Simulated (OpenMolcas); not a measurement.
# P2+: effect of the level shift or regulariser

```
Program             : OpenMolcas
Basis               : ANO-R2 [5s4p3d1f]
Scalar Hamiltonian  : X2C, finite nucleus
Active space        : 3 electrons in 9 orbitals (RAS2 3s 3p; RAS3 3d, at most 2 electrons)
State averaging     : 2S+1 = 4 odd, 1 root; 2S+1 = 2 odd, 11 roots; 2S+1 = 4 even, 3 roots; 2S+1 = 2 even, 9 roots
Spin-orbit coupling : state interaction with AMFI integrals over the reference wave functions, term energies averaged over their components
```

Methods on the same reference wave functions:
A. RASSCF
B. MS-RASPT2, IPEA 0.25 Eh, imaginary shift 0.1 Eh (closed shells correlated: 2s 2p)
C. MS-RASPT2, IPEA 0.25 Eh, real shift 0.2 Eh (closed shells correlated: 2s 2p)

Energies in cm-1 above 3s2 3p 2P* 1/2, the measured ground level; measured values from Martin, Zalubas and Musgrove, J. Phys. Chem. Ref. Data 14, 751 (1985).

```csv
Level,A,B,C,Measured
3s2 3p 2P* 1/2,0.0,0.0,0.0,0.0
3s2 3p 2P* 3/2,489,491,491,559
3s 3p2 4P 1/2,53974,55670,55660,56922
3s 3p2 4P 3/2,54147,55850,55840,57126
3s 3p2 4P 5/2,54431,56130,56120,57454
3s 3p2 2D 3/2,74776,74490,74510,
3s 3p2 2D 5/2,74791,74510,74530,
3s 3p2 2S 1/2,102946,100470,100480,100200
```

Deviations, from unrounded energies. A percentage is the sum of absolute deviations over the sum of measured energies, with the sign that they share, or ± where signs differ.

| Against measurement | Levels | A | B | C |
| --- | --- | --- | --- | --- |
| mean absolute deviation (cm-1) | 5 | 2400 | 840 | 850 |
| fine structure of the ground term (%) | 1 | -12.5 | -12.1 | -12.1 |
| other configurations (%) | 4 | ±4.3 | ±1.5 | ±1.5 |

B, C lie about equally close to measurement and A furthest from it. The largest miss of B in the table is 3s 3p2 4P 5/2, by -1300 cm-1. The ranking rests on the paired levels alone, and a cruder setting can come out closer through cancelling errors.

Between B and C the level of the table that moves most is 3s 3p2 2D 3/2, by 16 cm-1 (lowest in B, highest in C). Moves below CASPT2's spread within the term are not significant.

The mean deviations of B to C differ by less than CASPT2's widest spread within a term (16 cm-1), so their order carries little weight.

The lowest spin-free term lies below A's lowest term by 0.205 hartree in B, 0.204 hartree in C.

CASPT2 breaks the degeneracy within a term, and the mean is taken; among the terms shown or strongly mixed into the levels shown the widest spread is 16 cm-1 (3s 3p2 2D, B). Active for correlation alone: 3d; no level in the range computed is led by a configuration that fills it, so any true level of that kind is missing. Some terms mix strongly with configurations of 3d, whose occupation reaches 0.21 (3s 3p2 2D). Computed and measured levels are paired by configuration, term and J; levels that our copy of the source lacks, or whose pairing is in doubt (as where it misses far off the trend of its configuration), stay unpaired and out of the deviations. Only configurations of the active space appear. Levels that lie high or do not pair safely by name in every column are left out.

* marks odd parity.
